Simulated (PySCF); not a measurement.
SiHF, SMILES F[SiH] (connectivity only; charge and spin as stated), neutral, multiplicity 1.

Coordinates come from a PBE0-D3(BJ)/def2-TZVPD optimisation. The isomer is the one that the SMILES or the coordinates give; other isomers of the formula were not compared.

Lowest vertical singlet excitation by several levels in PySCF, with rough processor times relative to the cheapest run on one machine. Each run also gave further roots (ADC and EOM-CCSD ionised and attached states too); roots are paired by order and the bases differ. EOM-CCSD serves as a yardstick, not as the true value; all levels that ended soundly for this molecule are listed, with differences from unrounded values.

```tsv
level	relative cost
TDA-LC-ωPBE/def2-TZVPD	1
ADC(2)/aug-cc-pVDZ	1
EOM-CCSD/aug-cc-pVDZ	1
TDDFT-CAM-B3LYP/def2-TZVPD	2
```

**Question.** Give S1 at each level and its distance from EOM-CCSD. (Estimate from the structure and the level; the computed values follow.)

**Answer.** 
```
level                       S1 (eV)  S1 minus EOM-CCSD (eV)
--------------------------  -------  ----------------------
TDA-LC-ωPBE/def2-TZVPD         3.06                   -0.05
ADC(2)/aug-cc-pVDZ             3.10                   -0.02
EOM-CCSD/aug-cc-pVDZ           3.12                    0.00
TDDFT-CAM-B3LYP/def2-TZVPD     2.93                   -0.19
```
